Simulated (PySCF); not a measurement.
**Correlation energy of Al (aluminium, neutral)**

[Ne] 3s2 3p1, 2P determinant. Calculation: PySCF 2.14, in cc-pV(T+d)Z (5s4p3d1f, 39 functions); no relativity, point nucleus. Frozen: [Ne]; 3 electrons correlated.

MP2 pair energies summed by pair of shells (mhartree):

```
 pair  energy  share (%)
3s-3s  -20.50       57.2
3s-3p  -15.37       42.8
```

Total MP2 correlation energy: -35.87 mhartree.

Same-spin part -2.54 and opposite-spin part -33.34 mhartree; SCS-MP2 scales them by 1/3 and 6/5 to -40.85 mhartree.

```tsv
level	correlation energy (mhartree)
CCSD	-51.08
(T)	-1.15
CCSD(T)	-52.23
```

Diagnostics: T1 = 0.018, D1 = 0.0408, largest double amplitude 0.101.

Cost of the coupled-cluster step: 0.48 s of wall time on 1 thread of AMD EPYC 7R43 64-Core Processor (shared host), for 3 correlated electrons.

Iterations:

```
CC2 = 0
CCSD nocc = (np.int64(2), np.int64(1)), nmo = (34, 34)
frozen orbitals [[0, 1, 2, 3, 4], [0, 1, 2, 3, 4]]
max_cycle = 100
direct = 0
conv_tol = 1e-08
conv_tol_normt = 1e-06
diis_space = 8
diis_start_cycle = 0
Init t2, MP2 energy = -0.0358719664094379
Init E_corr(UCCSD) = -0.0358719664192668
cycle = 1  E_corr(UCCSD) = -0.0450134004859493  dE = -0.00914143407  norm(t1,t2) = 0.060411
cycle = 2  E_corr(UCCSD) = -0.0483073611846505  dE = -0.0032939607  norm(t1,t2) = 0.0279779
cycle = 3  E_corr(UCCSD) = -0.0510550873596478  dE = -0.00274772617  norm(t1,t2) = 0.0143046
cycle = 4  E_corr(UCCSD) = -0.0510502673206838  dE = 4.82003896e-06  norm(t1,t2) = 0.00227459
cycle = 5  E_corr(UCCSD) = -0.0510872058898828  dE = -3.69385692e-05  norm(t1,t2) = 0.000349364
cycle = 6  E_corr(UCCSD) = -0.0510735930702903  dE = 1.36128196e-05  norm(t1,t2) = 8.06904e-05
cycle = 7  E_corr(UCCSD) = -0.051079860622113  dE = -6.26755182e-06  norm(t1,t2) = 2.84456e-05
cycle = 8  E_corr(UCCSD) = -0.0510783722593096  dE = 1.4883628e-06  norm(t1,t2) = 8.86877e-06
cycle = 9  E_corr(UCCSD) = -0.0510782627546015  dE = 1.09504708e-07  norm(t1,t2) = 1.14462e-06
cycle = 10  E_corr(UCCSD) = -0.0510783226327984  dE = -5.98781969e-08  norm(t1,t2) = 3.86217e-07
cycle = 11  E_corr(UCCSD) = -0.051078324696449  dE = -2.06365065e-09  norm(t1,t2) = 7.43926e-08
UCCSD converged
E(UCCSD) = -241.9301624904611  E_corr = -0.051078324696449
UCCSD(T) correction = -0.0011488471964222
```
